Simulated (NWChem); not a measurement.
System: C2H4NO, doublet; SMILES CC(=O)[NH]

NWChem printed, in part:

```
             Northwest Computational Chemistry Package (NWChem) 7.3.0
             --------------------------------------------------------

                             Geometry "geometry" -> ""
                             -------------------------

 Output coordinates in angstroms (scale by  1.889725989 to convert to a.u.)

  No.       Tag          Charge          X              Y              Z
 ---- ---------------- ---------- -------------- -------------- --------------
    1 C                    6.0000     0.01372900     1.38816200     0.01241400
    2 C                    6.0000     0.05960400    -0.10482800     0.12873200
    3 N                    7.0000    -0.97436700    -0.80597600    -0.43343000
    4 O                    8.0000     1.01772300    -0.72511800     0.57366000
    5 H                    1.0000     0.06918400     1.67398500    -1.04897300
    6 H                    1.0000    -0.94143900     1.77265300     0.40102900
    7 H                    1.0000     0.85310900     1.83295100     0.56032600
    8 H                    1.0000    -1.06676300    -1.70800000     0.05163900

 Effective nuclear repulsion energy (a.u.)     113.1725018858

                              NWChem Property Module
                              ----------------------

  itol2e modified to match energy
  convergence criterion.

                                 NWChem DFT Module
                                 -----------------

 Summary of "ao basis" -> "ao basis" (spherical)
 ------------------------------------------------------------------------------
       Tag                 Description            Shells   Functions and Types
 ---------------- ------------------------------  ------  ---------------------
 C                           6-31g*                  6       14   3s2p1d
 N                           6-31g*                  6       14   3s2p1d
 O                           6-31g*                  6       14   3s2p1d
 H                           6-31g*                  2        2   2s

  itol2e modified to match energy
  convergence criterion.

            General Information
            -------------------
          SCF calculation type: DFT
          Wavefunction type:  spin polarized.
          No. of atoms     :     8
          No. of electrons :    31
           Alpha electrons :    16
            Beta electrons :    15
          Charge           :     0
          Spin multiplicity:     2
          Use of symmetry is: off; symmetry adaption is: off
          Maximum number of iterations: 150
          AO basis - number of functions:    64
                     number of shells:    32
          Convergence on energy requested:  1.00D-07
          Convergence on density requested:  1.00D-05
          Convergence on gradient requested:  5.00D-04

              XC Information
              --------------
                        BHLYP Method XC Functional
                     Hartree-Fock (Exact) Exchange  0.500
                        Slater Exchange Functional  0.500 local
                    Becke 1988 Exchange Functional  0.500 non-local
              Lee-Yang-Parr Correlation Functional  1.000

             Grid Information
             ----------------
          Grid used for XC integration:  fine
          Radial quadrature: Mura-Knowles
          Angular quadrature: Lebedev.
          Tag              B.-S. Rad. Rad. Pts. Rad. Cut. Ang. Pts.
          ---              ---------- --------- --------- ---------
          C                   0.70       70           9.0       590
          N                   0.65       70          10.0       590
          O                   0.60       70           9.0       590
          H                   0.35       60          10.0       590
          Grid pruning is: on
          Number of quadrature shells:   520
          Spatial weights used:  Erf1

      Superposition of Atomic Density Guess
      -------------------------------------

 Sum of atomic energies:        -206.36152893

      Non-variational initial energy
      ------------------------------

 Total energy =    -208.210471
 1-e energy   =    -504.164367
 2-e energy   =     182.781395
 HOMO         =      -0.292474
 LUMO         =       0.053452

[...]

          ----------------------
          Hyperfine Interactions
          ----------------------

 Total Spin Density (Fermi Contact Term)
 ------------------ --------------------
     Atom            x         y         z       Density (a.u.)      Aiso(MHz)     Aiso(Gauss)
     1  13-C      0.02594   2.62325   0.02346       0.000751          0.844164       0.301218
     2  13-C      0.11264  -0.19810   0.24327      -0.048750        -54.804678     -19.555639
     3  14-N     -1.84129  -1.52307  -0.81906       0.153382         49.558270      17.683593
     4  17-O      1.92322  -1.37027   1.08406       0.075142        -45.550862     -16.253653
     5   1-H      0.13074   3.16337  -1.98227      -0.003938        -17.600220      -6.280185
     6   1-H     -1.77906   3.34983   0.75783      -0.000542         -2.421623      -0.864094
     7   1-H      1.61214   3.46378   1.05886       0.000410          1.830415       0.653137
     8   1-H     -2.01589  -3.22765   0.09758      -0.013625        -60.903454     -21.731830

           -------------------------------------------
           Anisotropic Interaction (Spin-Dipolar Term)
           -------------------------------------------

 ------------------------------------------------------------
     Atom            x         y         z
 ------------------------------------------------------------
     1  13-C      0.02594   2.62325   0.02346

   Spin-Dipolar term (a.u.)
        xx             yy             zz             xy             xz             yz
 ------------------------------------------------------------------------------------------
       0.003438       0.007258      -0.010696       0.010685      -0.000113       0.000634

   Principal Comp. of -hf- tensor (au)            Anisotropic -hfcc- (MHz)               Anisotropic -hfcc- (Gauss)
 --------------------------------------------------------------------------------------------------------------------------
     -0.005460     0.016208    -0.010748      -0.732661     2.174990    -1.442329      -0.261431     0.776089    -0.514658

   Orientation of the principal axis of Hyperfine Tensor w.r.t absolute (molecular) frame
 --------------------------------------------------------------------------------------------------------------------------
      0.764572     0.641543     0.062074
     -0.637690     0.766934    -0.071860
     -0.093708     0.015358     0.995481

 ------------------------------------------------------------
     Atom            x         y         z
 ------------------------------------------------------------
     2  13-C      0.11264  -0.19810   0.24327

   Spin-Dipolar term (a.u.)
        xx             yy             zz             xy             xz             yz
 ------------------------------------------------------------------------------------------
       0.051309       0.071195      -0.122504       0.014774       0.140899      -0.007399

   Principal Comp. of -hf- tensor (au)            Anisotropic -hfcc- (MHz)               Anisotropic -hfcc- (Gauss)
 --------------------------------------------------------------------------------------------------------------------------
      0.131397     0.070430    -0.201827      17.632186     9.451085   -27.083271       6.291592     3.372376    -9.663968

   Orientation of the principal axis of Hyperfine Tensor w.r.t absolute (molecular) frame
 --------------------------------------------------------------------------------------------------------------------------
      0.865854    -0.110385    -0.487968
      0.153995     0.986805     0.050021
      0.476007    -0.118455     0.871427

 ------------------------------------------------------------
     Atom            x         y         z
 ------------------------------------------------------------
     3  14-N     -1.84129  -1.52307  -0.81906

   Spin-Dipolar term (a.u.)
        xx             yy             zz             xy             xz             yz
 ------------------------------------------------------------------------------------------
       0.697584      -0.371061      -0.326523      -0.935489      -0.989977       0.583596

   Principal Comp. of -hf- tensor (au)            Anisotropic -hfcc- (MHz)               Anisotropic -hfcc- (Gauss)
 --------------------------------------------------------------------------------------------------------------------------
      1.847917    -0.911931    -0.935986      71.269995   -35.171111   -36.098884      25.430863   -12.549906   -12.880958

   Orientation of the principal axis of Hyperfine Tensor w.r.t absolute (molecular) frame
 --------------------------------------------------------------------------------------------------------------------------
      0.763985     0.600691     0.235578
     -0.444974     0.754891    -0.481807
     -0.467253     0.263268     0.844017

 ------------------------------------------------------------
     Atom            x         y         z
 ------------------------------------------------------------
     4  17-O      1.92322  -1.37027   1.08406

   Spin-Dipolar term (a.u.)
        xx             yy             zz             xy             xz             yz
 ------------------------------------------------------------------------------------------
      -0.583586      -0.476221       1.059807      -0.036226      -0.022172       0.525767

   Principal Comp. of -hf- tensor (au)            Anisotropic -hfcc- (MHz)               Anisotropic -hfcc- (Gauss)
 --------------------------------------------------------------------------------------------------------------------------
     -0.572339    -0.650757     1.223096      41.414074    47.088295   -88.502369      14.777547    16.802246   -31.579793

[...]
```

Level: BHandHLYP/6-31G* (spherical d), spin-unrestricted, contact and dipolar terms. The geometry was optimised at PBE0/def2-SVP, spin-unrestricted. No stability test was run on the SCF state.

Question: Reconstruct the input file.

Answer: This is not unique; one that fits is the input that was run:
```
start job
memory heap 200 mb stack 900 mb global 1100 mb
geometry units angstroms noautosym nocenter noautoz
  C      0.013729     1.388162     0.012414
  C      0.059604    -0.104828     0.128732
  N     -0.974367    -0.805976    -0.433430
  O      1.017723    -0.725118     0.573660
  H      0.069184     1.673985    -1.048973
  H     -0.941439     1.772653     0.401029
  H      0.853109     1.832951     0.560326
  H     -1.066763    -1.708000     0.051639
end
basis spherical
  * library 6-31g*
end
dft
  odft
  mult 2
  xc bhlyp
  iterations 150
end
property
  hyperfine
end
task dft property
```
